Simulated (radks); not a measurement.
Values are calculated unless marked as measured or tabulated.
Pt III, configuration [Kr] 4d10 4f14 5s2 5p5 5d9 (not the ground configuration). Level of theory: scalar-relativistic Kohn-Sham, LDA (Slater exchange, Perdew-Wang correlation), spin-polarised, spherical densities, finite nucleus; open shells are filled with parallel spins first (spin-orbit coupling, left out, can overturn this in heavy ions); Fermi nuclear charge, rms radius 5.427 fm (a radial shooting solver on a logarithmic mesh with Libxc functionals).

Unscreened Slater integrals over Kohn-Sham orbitals (cm^-1). They are taken over the spin-up orbitals.

F0(5d,5d): 130410
F2(5d,5d): 67500
F4(5d,5d): 44637
F0(5d,5p): 149240
F2(5d,5p): 73356
G1(5d,5p): 87878
G3(5d,5p): 54340
F0(5d,4f): 169280
F2(5d,4f): 39282
F4(5d,4f): 18277
G1(5d,4f): 12884
G3(5d,4f): 12117
G5(5d,4f): 9690.2
F0(5p,5p): 180780
F2(5p,5p): 97370
F0(5p,4f): 222640
F2(5p,4f): 69573
G2(5p,4f): 26920
G4(5p,4f): 22691
F0(4f,4f): 389770
F2(4f,4f): 192750
F4(4f,4f): 122550
F6(4f,4f): 88640

Derived for the open shells (J is the average intra-shell exchange parameter used in DFT+U). 5p: J = F2/5 = 19470 cm^-1. 5d: Racah B = F2/49 - 5 F4/441 = 871.5 cm^-1, C = 35 F4/441 = 3543 cm^-1, C/B = 4.07, F4/F2 = 0.661, J = (F2 + F4)/14 = 8010 cm^-1.
